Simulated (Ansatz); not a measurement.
A run for Ansatz (a first-principles code): U-wB97X-V/def2-TZVPP on H2Sn (SMILES [SnH2]), a point of a bond scan (R = 2.404 Å). Elements past Kr take the def2 small-core potentials; no spin–orbit coupling.

Ansatz 0.2 input:
```yaml
crystal:
  periodic: [false, false, false]
  atoms:
    - {symbol: Sn, position_ang: [0.00658915, -0.00056144, 0.04773306]}
    - {symbol: H, position_ang: [-0.23858868, -1.68846996, -1.64586415]}
    - {symbol: H, position_ang: [-0.15443354, 1.27893623, -1.17986985]}
basis:
  gaussian:
    orbitals: def2-TZVPP
hamiltonian:
  xc: {name: wB97X-V}
magnetization: {spin_polarized: true, initial_magnetization: 0}
```

It printed:

```
WARN ansatz: RAYON_NUM_THREADS=1 ignored (pool sized by the plan → 1); use --threads N
Functional definition: wB97X-V
integrals: 0.02 GiB planned
550 factors; their error is unknown
integrals: 0.05 GiB planned
129 factors; integrals over basis functions are off by at most 2.5e-5 eV
mean field: 0.31 GiB planned
mean field evaluation 1: about -5860.4084 eV, gradient 8.0e0 eV
mean field evaluation 2: about -5860.9485 eV, gradient 5.0e0 eV
mean field evaluation 4: about -5861.0682 eV, gradient 2.1e-1 eV
mean field evaluation 8: about -5861.1227 eV, gradient 9.9e-3 eV
mean field evaluation 16: about -5861.1227 eV, gradient 9.1e-6 eV
mean field -5861.12270124 eV, -215.3922864590 hartree, gradient 9.1e-6 eV, S^2 0.000000; 2 other end points of the search recorded, 0 dependent functions left out
reference -5861.12269938 eV, -215.3922863907 hartree; 12, 12 occupied and 66, 66 virtual orbitals, 550 factors
Total energy: -5861.12269938 eV, -215.3922863907 hartree
```

The run converged.

Cost: around 4 core-seconds (rough).
